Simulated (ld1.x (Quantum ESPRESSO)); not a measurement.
Reading a pseudo-wave (Se (Z = 34))

Columns: radius, all-electron u(r) and pseudo u(r) of the 4p shell (level -10.79 eV) of selenium in the configuration [Ar] 3d10 4s2 4p3.5; PBE, scalar-relativistic, TM scheme, ld1.x (Quantum ESPRESSO) 7.5.

| r (bohr) | all-electron | pseudo |
| --- | --- | --- |
| 0.098 | 0.1974 | 0.0044 |
| 0.195 | 0.0350 | 0.0176 |
| 0.292 | -0.1995 | 0.0393 |
| 0.390 | -0.3157 | 0.0697 |
| 0.488 | -0.3044 | 0.1085 |
| 0.585 | -0.2125 | 0.1547 |
| 0.682 | -0.0816 | 0.2081 |
| 0.780 | 0.0620 | 0.2683 |
| 0.878 | 0.2004 | 0.3333 |
| 0.975 | 0.3238 | 0.4003 |
| 1.072 | 0.4298 | 0.4676 |
| 1.170 | 0.5186 | 0.5326 |
| 1.268 | 0.5895 | 0.5917 |
| 1.365 | 0.6437 | 0.6415 |
| 1.463 | 0.6836 | 0.6811 |
| 1.560 | 0.7104 | 0.7089 |
| 1.658 | 0.7262 | 0.7256 |
| 1.755 | 0.7325 | 0.7324 |
| 1.852 | 0.7308 | 0.7308 |
| 1.950 | 0.7225 | 0.7225 |
| 2.047 | 0.7091 | 0.7091 |
| 2.145 | 0.6913 | 0.6913 |
| 2.242 | 0.6704 | 0.6704 |
| 2.340 | 0.6469 | 0.6469 |
| 2.438 | 0.6217 | 0.6217 |
| 2.535 | 0.5955 | 0.5955 |

Q: How many radial nodes do the two functions have?

A: The all-electron 4p function has n − l − 1 = 2; the pseudo-wave has 0, since the states of the same l below it are removed with the core.

Q: At about which radius was the pseudo-wave matched?

A: 1.95 bohr. The columns agree to 0.0005 from 1.75 bohr on; several derivatives are matched, so the curves merge somewhat inside the radius.

Q: Is the pseudo-wave norm-conserving?

A: Yes: the TM scheme keeps the norm inside the radius equal to the all-electron one, which fixes the energy derivative of the logarithmic derivative at the level.
